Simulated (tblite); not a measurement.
Species: C3H7BF2O3.
SMILES with atom numbers: `[CH3:1][O:2][B:3]([O:4][CH3:5])[O:6][CH:7]([F:8])[F:9]` (hydrogens: H10, H11, H12 on C1; H13, H14, H15 on C5; H16 on C7)

Computed with GFN2-xTB (tblite), gas phase: L-BFGS steps from a force-field or distance-geometry start until the largest atomic force falls under 0.01 eV/Å.

Step 48: E = -898.4773 eV
```
atom  x, y, z in Å  |  force x, y, z in eV/Å
C1      1.6522   -1.8063    0.2224    0.053   0.012   0.019
O2      0.3271   -1.3242    0.0745    0.056  -0.037  -0.006
B3      0.0435   -0.0083    0.0008   -0.059   0.016   0.008
O4      0.9817    0.9476    0.1193   -0.019   0.000  -0.052
C5      0.7122    2.3301   -0.0431    0.010   0.010  -0.015
O6     -1.2785    0.3616   -0.2465    0.003   0.015  -0.074
C7     -2.2784   -0.5146   -0.4056    0.019   0.019   0.047
F8     -3.2673    0.0928   -1.0969    0.017  -0.086   0.046
F9     -2.8188   -0.8530    0.7898   -0.075  -0.008   0.006
H10     2.3723   -1.0355   -0.0474    0.037  -0.002  -0.057
H11     1.7610   -2.6778   -0.4235   -0.009   0.018  -0.025
H12     1.8294   -2.1017    1.2570   -0.101  -0.005   0.061
H13    -0.2725    2.4960   -0.4759   -0.040  -0.034   0.012
H14     0.7699    2.8201    0.9293    0.011  -0.016   0.040
H15     1.4765    2.7397   -0.7034    0.051   0.006  -0.005
H16    -2.0179   -1.4576   -0.9208    0.047   0.092  -0.005
```

Step 49: E = -898.4792 eV
```
atom  x, y, z in Å  |  force x, y, z in eV/Å
C1      1.6506   -1.8079    0.2236    0.050  -0.016   0.020
O2      0.3287   -1.3189    0.0675    0.095  -0.087   0.010
B3      0.0453   -0.0049   -0.0067   -0.080   0.076   0.001
O4      0.9807    0.9536    0.1112   -0.004  -0.015  -0.041
C5      0.7115    2.3373   -0.0421    0.024  -0.018  -0.012
O6     -1.2786    0.3605   -0.2550    0.019   0.029  -0.037
C7     -2.2763   -0.5191   -0.4037    0.007   0.019   0.015
F8     -3.2680    0.0832   -1.0942   -0.014  -0.073   0.015
F9     -2.8162   -0.8530    0.7929   -0.044  -0.007   0.024
H10     2.3803   -1.0447   -0.0475   -0.005  -0.021  -0.022
H11     1.7538   -2.6822   -0.4197    0.003   0.018  -0.034
H12     1.8182   -2.1082    1.2598   -0.092   0.039   0.022
H13    -0.2730    2.5053   -0.4734   -0.052  -0.023   0.016
H14     0.7742    2.8209    0.9327   -0.011  -0.013   0.052
H15     1.4763    2.7501   -0.6989    0.058   0.011  -0.032
H16    -2.0153   -1.4630   -0.9165    0.046   0.081   0.001
```

**Question.** Estimate the geometry and energy of step 50. (The exact step hangs on the optimiser's Hessian estimate; all steps are aligned on step 49, rigid shifts and turns removed.)

**Answer.** E = -898.4809 eV, largest force 0.117 eV/Å
```
atom  x, y, z in Å  |  force x, y, z in eV/Å
C1      1.6497   -1.8104    0.2248    0.027  -0.032   0.011
O2      0.3307   -1.3148    0.0629    0.079  -0.074   0.016
B3      0.0466   -0.0012   -0.0130   -0.071   0.092  -0.014
O4      0.9801    0.9587    0.1060    0.013  -0.024  -0.026
C5      0.7099    2.3430   -0.0405    0.041  -0.031  -0.007
O6     -1.2767    0.3640   -0.2697   -0.013  -0.023   0.015
C7     -2.2728   -0.5212   -0.4029   -0.011   0.044   0.006
F8     -3.2710    0.0703   -1.0926   -0.018  -0.059   0.007
F9     -2.8092   -0.8489    0.7988    0.016   0.011  -0.018
H10     2.3865   -1.0538   -0.0488   -0.030  -0.040   0.013
H11     1.7450   -2.6867   -0.4175    0.022   0.018  -0.031
H12     1.8079   -2.1144    1.2625   -0.071   0.072  -0.011
H13    -0.2757    2.5106   -0.4691   -0.045  -0.009   0.013
H14     0.7754    2.8217    0.9369   -0.020  -0.016   0.044
H15     1.4755    2.7577   -0.6955    0.041   0.017  -0.036
H16    -2.0093   -1.4656   -0.9122    0.042   0.053   0.016
```

The energy changes by -0.0017 eV. The first-order estimate −F·Δx gives -0.0025 eV and the mean of the old and new forces, exact on a quadratic surface, -0.0017 eV. The step makes an angle of 76° with the force vector and moves no atom by more than 0.015 Å.

The cost below is that of the whole relaxation. The run took 0.46 s wall on one thread, Arm Neoverse V1 (aarch64), shared host with 64 logical CPUs at a one-minute load of 24.
